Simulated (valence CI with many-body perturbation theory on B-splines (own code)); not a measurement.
**E1 line list for Hf+**

Calculated by valence CI with perturbative core correlation (CI+MBPT): three valence electrons over a frozen Dirac-Fock core [Xe] 4f14, a basis of 7 s, 7 p, 8 d, 6 f, 4 g, 1 h functions for each j, with the one-electron correlation potential Σ1 (screened to all orders), the two-electron term Σ2, the three-electron term Σ3, Breit, model QED; selected single and double excitations, second order for the rest, scaled by the run's own slope (own B-spline code, finite nucleus).

Against 15 measured levels this calculation errs by 694 cm⁻¹ on average and by 1298 at most. These come from a selection out of the NIST Handbook of Basic Atomic Spectroscopic Data. Levels without a partner in it may be off by more, other configurations by 1,000 to 4,000 cm⁻¹. 3 measured levels below the end of the list, from 34942 cm⁻¹ on, found no clear computed partner.

Lines 201 to 250 of 524 in falling wavelength, among levels below 84478 cm⁻¹, chosen from the strongest by gf and those to the six lowest levels. Wavelengths and rates use the calculated energies, so an error of 700 cm⁻¹ moves a line at 2969 Å by 2.1 % and its rate by three times that or more. Electric multipoles are in the length gauge, E1 and E2 with the static RPA response of the core. Weak lines are less certain than strong ones. Lines between different terms over intervals too small for the method are left out, as are lines whose strength nearly cancels. Where a level lies close to another of its J and parity, the split of strength between their lines is uncertain. The highest levels of a list are the least certain.

Names give the largest LS component (configuration and term), which can be under half, so a name can repeat, a term be missing and a line seem to break the LS rules; names also repeat where a configuration has a term twice. Letters in brackets count levels of one name in rising energy.

| λ vac (Å) | λ from measured levels | Upper | Lower | A (s⁻¹) | log gf | Branch % |
| --- | --- | --- | --- | --- | --- | --- |
| 2969 | 2939 | 5d2 6p 4G°_9/2 | 5d2 6s 4F_9/2 | 6.76e+07 | -0.05 | 26.8 |
| 2966 |  | 5d2 6d 4H_11/2 | 5d2 6p 4F°_9/2 | 1.85e+08 | 0.47 | 41.7 |
| 2964 |  | 5d 6s 6p 2D°_3/2 | 5d 6s2 2D_3/2 | 1.66e+07 | -1.06 | 39.5 |
| 2960 |  | 5d2 6d 4D_7/2 [b] | 5d2 6p 4D°_7/2 [a] | 5.61e+07 | -0.23 | 10.7 |
| 2953 |  | 5d2 6d 2H_9/2 [b] | 5d2 6p 2G°_7/2 [a] | 7.07e+07 | -0.03 | 22.7 |
| 2952 |  | 5d 6s 6p 4D°_5/2 [a] | 5d 6s2 2D_3/2 | 5.47e+06 | -1.37 | 6.9 |
| 2951 |  | 5d2 7s 4F_3/2 | 5d 6s 6p 4D°_5/2 [b] | 7.46e+07 | -0.41 | 20.3 |
| 2949 |  | 5d2 7s 4F_5/2 [b] | 5d2 6p 4G°_7/2 | 6.63e+07 | -0.29 | 19.9 |
| 2935 |  | 5d2 7s 4F_7/2 | 5d2 6p 4G°_7/2 | 3.04e+07 | -0.50 | 8.7 |
| 2932 |  | 5d2 6p 2D°_3/2 [a] | 5d2 6s 4F_3/2 | 5.67e+07 | -0.53 | 19.5 |
| 2925 |  | 5d2 6d 4D_3/2 | 5d2 6p 2P°_1/2 [a] | 7.10e+07 | -0.44 | 12.2 |
| 2922 |  | 5d2 6p 4D°_3/2 [b] | 5d2 6s 4P_5/2 | 7.60e+07 | -0.41 | 19.4 |
| 2921 |  | 5d2 6d 2H_11/2 | 5d2 6p 2G°_9/2 [a] | 1.96e+08 | 0.48 | 50.7 |
| 2920 |  | 5d2 6p 2D°_3/2 [a] | 5d 6s2 2D_5/2 | 2.63e+07 | -0.87 | 9.0 |
| 2914 |  | 5d2 6p 2G°_9/2 [a] | 5d2 6s 2F_7/2 | 7.54e+07 | -0.02 | 22.3 |
| 2912 |  | 5d 6s 6p 4D°_5/2 [b] | 5d 6s2 2D_3/2 | 1.60e+07 | -0.91 | 17.0 |
| 2898 |  | 5d2 6p 2G°_7/2 [a] | 5d2 6s 2F_5/2 | 1.00e+08 | 0.00 | 31.2 |
| 2887 |  | 5d2 6p 2F°_7/2 [b] | 5d2 6s 2G_9/2 | 2.96e+07 | -0.53 | 5.5 |
| 2884 | 2821 | 5d2 6p 4G°_7/2 | 5d 6s2 2D_5/2 | 1.09e+08 | 0.04 | 54.1 |
| 2884 |  | 5d2 6d 4G_9/2 [a] | 5d2 6p 4F°_7/2 | 6.31e+07 | -0.10 | 13.0 |
| 2876 |  | 5d2 6p 4D°_3/2 [b] | 5d2 6s 4P_3/2 | 7.61e+07 | -0.42 | 19.4 |
| 2874 |  | 5d2 6p 4G°_5/2 | 5d2 6s 4F_3/2 | 7.93e+07 | -0.23 | 38.7 |
| 2870 |  | 5d2 6d 4G_7/2 | 5d2 6p 2D°_5/2 [a] | 6.39e+07 | -0.20 | 16.7 |
| 2867 |  | 5d2 7s 4P_5/2 [b] | 5d2 6p 4D°_5/2 [a] | 5.25e+07 | -0.41 | 10.3 |
| 2862 |  | 5d2 6p 4G°_5/2 | 5d 6s2 2D_5/2 | 1.36e+07 | -1.00 | 6.6 |
| 2859 |  | 5d2 6p 4D°_5/2 [c] | 5d2 6s 2D_5/2 | 4.47e+07 | -0.48 | 9.9 |
| 2858 |  | 5d 6s 6d 4G_5/2 [a] | 5d2 6p 4F°_3/2 | 1.17e+08 | -0.07 | 18.9 |
| 2855 |  | 5d2 6p 2F°_7/2 [a] | 5d2 6s 4F_7/2 | 2.05e+07 | -0.70 | 10.5 |
| 2847 |  | 5d2 6d 4G_7/2 | 5d2 6p 2F°_7/2 [a] | 3.97e+07 | -0.41 | 10.4 |
| 2844 |  | 5d2 6d 4D_3/2 | 5d2 6p 4F°_3/2 | 9.51e+07 | -0.34 | 16.3 |
| 2841 |  | 5d 6s 7s 4D_7/2 | 5d 6s 6p 4F°_9/2 | 1.65e+08 | 0.20 | 32.5 |
| 2835 |  | 5d2 6p 4D°_5/2 [b] | 5d2 6s 4P_5/2 | 1.26e+08 | -0.04 | 32.9 |
| 2835 |  | 5d2 6d 4G_11/2 | 5d2 6p 4G°_11/2 | 1.50e+08 | 0.34 | 30.9 |
| 2833 |  | 5d 6p2 2F_7/2 | 5d 6s 6p 2F°_7/2 | 3.40e+07 | -0.49 | 8.7 |
| 2831 |  | 5d2 6p 2D°_5/2 [a] | 5d2 6s 4F_7/2 | 9.29e+07 | -0.17 | 27.0 |
| 2831 |  | 5d2 6d 4G_9/2 [b] | 5d2 6p 4F°_7/2 | 7.60e+07 | -0.04 | 15.3 |
| 2829 |  | 5d 6s 6d 2G_7/2 | 5d2 6p 2D°_5/2 [a] | 3.39e+07 | -0.49 | 10.8 |
| 2828 |  | 5d2 6d 4G_11/2 | 5d2 6p 4F°_9/2 | 9.62e+07 | 0.14 | 19.8 |
| 2820 |  | 5d2 6p 2G°_7/2 [b] | 5d2 6s 2G_7/2 | 1.03e+08 | -0.01 | 25.6 |
| 2815 |  | 5d2 6p 2G°_9/2 [b] | 5d2 6s 2G_7/2 | 1.03e+08 | 0.09 | 42.2 |
| 2805 |  | 5d2 6p 2G°_7/2 [b] | 5d2 6s 2G_9/2 | 7.33e+07 | -0.16 | 18.2 |
| 2804 | 2774 | 5d2 6p 4G°_9/2 | 5d2 6s 4F_7/2 | 1.72e+08 | 0.31 | 68.2 |
| 2799 |  | 5d 6s 7s 4D_5/2 [a] | 5d 6s 6p 4D°_5/2 [b] | 5.55e+07 | -0.41 | 11.9 |
| 2798 |  | 5d 6p2 2F_7/2 | 5d2 6p 4F°_7/2 | 4.54e+07 | -0.37 | 11.7 |
| 2790 |  | 5d 6s 6p 4P°_5/2 | 5d2 6s 4F_5/2 | 2.71e+07 | -0.72 | 35.1 |
| 2787 |  | 5d2 6p 4F°_7/2 | 5d2 6s 4F_9/2 | 2.46e+07 | -0.64 | 6.1 |
| 2770 |  | 5d2 6p 4D°_7/2 [b] | 5d2 6s 2G_7/2 | 4.27e+07 | -0.41 | 9.3 |
| 2768 |  | 5d2 7s 2G_9/2 [b] | 5d2 6p 4D°_7/2 [a] | 4.29e+07 | -0.31 | 11.6 |
| 2767 |  | 5d2 6d 4H_13/2 | 5d2 6p 4G°_11/2 | 4.51e+08 | 0.86 | 100.0 |
| 2758 |  | 5d2 6p 2F°_7/2 [a] | 5d2 6s 4F_5/2 | 9.44e+07 | -0.06 | 48.1 |
